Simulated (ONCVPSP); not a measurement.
## Cutoff test, F, ONCV

```
Element                 : F (Z = 9)
Generator               : ONCVPSP 4.0.1
Type                    : optimised norm-conserving Vanderbilt (ONCV)
Functional              : PBE
Relativity              : scalar-relativistic
Frozen core             : [He]
Valence charge          : 7
Reference configuration : 2s1.5 2p5.5
Partial waves           : 2s: rc 0.55 bohr, ncon 4, nbas 9, qcut 13.8 1/bohr, 2 projectors, debl 0.8 Ha; 2p: rc 1.55 bohr, ncon 5, nbas 10, qcut 7.8 1/bohr, 2 projectors, debl 3.4 Ha; d scattering state at 0.29 Ha: rc 1.55 bohr, ncon 5, nbas 8, qcut 7.2 1/bohr, 3 projectors, debl 3.4 Ha
Local potential         : polynomial inside 0.40 bohr (lpopt 5, dvloc0 0 Ha)
Core correction         : Teter function, fcfact 2.5, rcfact 1.4
```

In the s channel the program set the typed energies aside and used -1.108, 0.250 Ha.

Question: For each optimised wave give the share of its norm inside rc, the residual kinetic energy above qcut (Ha) and the cutoffs (Ha) for errors of 10, 1, 0.1 and 0.01 mHa per electron.

Answer:

```
         wave  norm inside rc  residual KE  10 mHa  1 mHa  0.1 mHa  0.01 mHa
           2s           0.131      6.5e-04    37.7   58.9    690.3     833.6
s projector 2           0.015      9.4e-05    24.7   48.4     89.0     946.2
           2p           0.804      2.0e-04    21.7   26.8     42.4     133.0
p projector 2           0.186      1.4e-03    25.1   31.7    137.1     174.1
d projector 1           0.005      6.4e-07     0.9    3.5     10.1      18.1
d projector 2           0.162      6.9e-04    16.7   24.8     46.1      98.7
d projector 3           0.110      6.1e-03    24.2   31.5     54.0      96.2
```

The occupied waves need 59 Ha and 690 Ha for 1 and 0.1 mHa. Rows with under 1 % of the norm inside rc give no meaningful cutoff. Note: ghosts flagged at negative energy: s at -490.6 eV; GHOST(+) flagged for p at 185.4 eV. A true bound ghost makes a file unfit for plane-wave use. Its largest configuration-test error is +610 meV.
